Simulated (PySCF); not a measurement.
One of the candidates below gave these computed data.

All candidates are C8H8OSi.

| technique | computed result |
| --- | --- |
| Dipole | 4.09 D [PBE0/pcSseg-1] |
| NMR, other nuclei | isotropic shieldings of nuclei other than C and H, by class: -436 (1 O), 417 (1 Si) ppm [GIAO PBE0/pcSseg-1] |
| Rotational structure | rotational constants A, B, C: 3.742, 0.314, 0.294 GHz [GFN2-xTB] |
| 13C NMR | chemical shifts (computed TMS as zero) by class: 181.1 (1 C), 145.2 (1 C), 139.7 (1 C), 103.4 (1 C), 98.6 (1 C), 89.1 (1 C), 75.4 (1 C), 26.9 (1 C) ppm [GIAO PBE0/pcSseg-1] |
| 1H NMR | chemical shifts (computed TMS as zero) by class: 9.58 (1 H), 6.32 (1 H), 6.08 (1 H), 4.74 (2 H), 2.07 (3 H) ppm [GIAO PBE0/pcSseg-1] |

Electronic properties: PySCF, gas phase, density fitting. Levels stand in brackets. The structure is a single GFN2-xTB conformer in the gas phase; no vibrational or solvent corrections. NMR values are class means; diastereotopic atoms form classes of their own.

Question: Which candidate is it?
A. `C1=CC(c2ccco2)=C[SiH2]1`
B. `C=C(C)[SiH2]C#CC#CC=O`
C. `C=CC[SiH2]C#CC#CC=O`

Answer: B. It is `C=C(C)[SiH2]C#CC#CC=O`. Numbering: `[CH2:1]=[C:2]([CH3:3])[SiH2:4][C:5]#[C:6][C:7]#[C:8][CH:9]=[O:10]`. Its formula, C8H8OSi, gives 6 degrees of unsaturation: 0 rings and 6 π bonds in the structure found. 8 carbons fall into 8 classes; from least to most shielded: aldehyde carbon [C9] (181.1 ppm), fully substituted alkene carbon [C2] (145.2 ppm), terminal =CH2 carbon [C1] (139.7 ppm), alkyne carbon [C5] (103.4 ppm), alkyne carbon [C6] (98.6 ppm), alkyne carbon [C7] (89.1 ppm), alkyne carbon [C8] (75.4 ppm), allylic carbon [C3] (26.9 ppm). Hydrogen classes from least to most shielded: 1 H on an aldehyde carbon, C9 (9.58 ppm), 1 H on a terminal =CH2 carbon, C1 (6.32 ppm), 1 H on a terminal =CH2 carbon, C1 (6.08 ppm), 2 H on an SiH2 silicon, Si4 (4.74 ppm), 3 H on an allylic carbon, C3 (2.07 ppm). The other shieldings belong to: -436 ppm, aldehyde oxygen [O10]; 417 ppm, SiH2 silicon [Si4]. The optimised geometry has point group C1 and is an asymmetric top.

The others, at the same levels:
- `C1=CC(c2ccco2)=C[SiH2]1` fails: its computed 13C shifts are 159.5 (1 C), 154.9 (1 C), 154.2 (1 C), 148.8 (1 C), 136.6 (1 C), 121.6 (1 C), 118.5 (1 C), 114.9 (1 C) ppm, 1H shifts are 7.63 (1 H), 7.62 (1 H), 6.83 (1 H), 6.76 (1 H), 6.48 (1 H), 6.45 (1 H), 4.81 (2 H) ppm and smallest rotational constant is 0.561 GHz (against 0.294 GHz).
- `C=CC[SiH2]C#CC#CC=O` fails: its computed 13C shifts are 180.9 (1 C), 142.4 (1 C), 121.8 (1 C), 104.4 (1 C), 97.9 (1 C), 89.0 (1 C), 75.3 (1 C), 24.3 (1 C) ppm, 1H shifts are 9.59 (1 H), 6.38 (1 H), 5.42 (1 H), 5.35 (1 H), 4.51 (2 H), 1.96 (2 H) ppm and rotational constant A is 2.470 GHz (against 3.742 GHz).

Each candidate is one conformer, not necessarily the lowest. Dipoles, sizes and rotational constants follow the conformer. The torsions of the flexible species, by atom-mapped SMILES:
- `[CH2:1]=[C:2]([CH3:3])[SiH2:4][C:5]#[C:6][C:7]#[C:8][CH:9]=[O:10]`: C1–C2–Si4–C5 -4°
- `[CH:1]1=[CH:2][C:3]([c:4]2[cH:5][cH:6][cH:7][o:8]2)=[CH:9][SiH2:10]1`: C2–C3–C4–C5 0°
- `[CH2:1]=[CH:2][CH2:3][SiH2:4][C:5]#[C:6][C:7]#[C:8][CH:9]=[O:10]`: C1–C2–C3–Si4 -107°, C2–C3–Si4–C5 -60°
